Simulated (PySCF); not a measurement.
## [Pr(NH2)4]−: from a saddle point downhill

PySCF 2.14.0, RKS PBE0, Pr lcecp-1-SVP with ECP48, N def2-SVP, H def2-SVP; non-relativistic Hamiltonian with scalar-relativistic core potentials where named; density fitting; no spin-orbit coupling. Relaxed within the symmetry of its start, the geometry (D2d) is

```xyz
13

Pr    0.0000    0.0000    0.0000
N     1.1786    1.4449    1.4449
H     1.5722    1.2142    2.3595
H     1.5722    2.3595    1.2142
N    -1.1786   -1.4449    1.4449
H    -1.5722   -1.2142    2.3595
H    -1.5722   -2.3595    1.2142
N     1.1786   -1.4449   -1.4449
H     1.5722   -2.3595   -1.2142
H     1.5722   -1.2142   -2.3595
N    -1.1786    1.4449   -1.4449
H    -1.5722    2.3595   -1.2142
H    -1.5722    1.2142   -2.3595
```

and its lowest harmonic modes are -146, -55, -55, 84, 85, 95 cm⁻¹ (negative: unstable). It was moved along the lowest mode and relaxed again, within the group S4 that the move left.

Problem. Where does it end, and how much lower?

Solution. In S4, 0.095 eV lower, after 24 steps:
```xyz
13

Pr    0.0002    0.0000    0.0000
N     1.4139    1.3813    1.2752
H     2.2806    1.0493    1.7047
H     1.3874    2.3836    1.4675
N    -1.4136   -1.2754    1.3812
H    -1.3888   -1.4672    2.3832
H    -2.2796   -1.7052    1.0482
N     1.4139   -1.3813   -1.2752
H     1.3874   -2.3836   -1.4675
H     2.2806   -1.0493   -1.7047
N    -1.4136    1.2754   -1.3812
H    -2.2796    1.7052   -1.0482
H    -1.3888    1.4672   -2.3832
```

Problem. How do the contacts change?

Solution. 
```
      contact  saddle (Å)  end (Å)
 Pr1–N2 (NH2)       2.359    2.352
 Pr1–N5 (NH2)       2.359    2.352
 Pr1–N8 (NH2)       2.359    2.352
Pr1–N11 (NH2)       2.359    2.352
```


Problem. Is the end a minimum?

Solution. Yes; lowest modes 78, 80, 82, 91, 106, 151 cm⁻¹.

An lcecp potential fixes the number of 4f electrons, so in runs with it no electron can move into or out of that shell.

State: singlet in the valence, with the 4f electrons in the core potential.
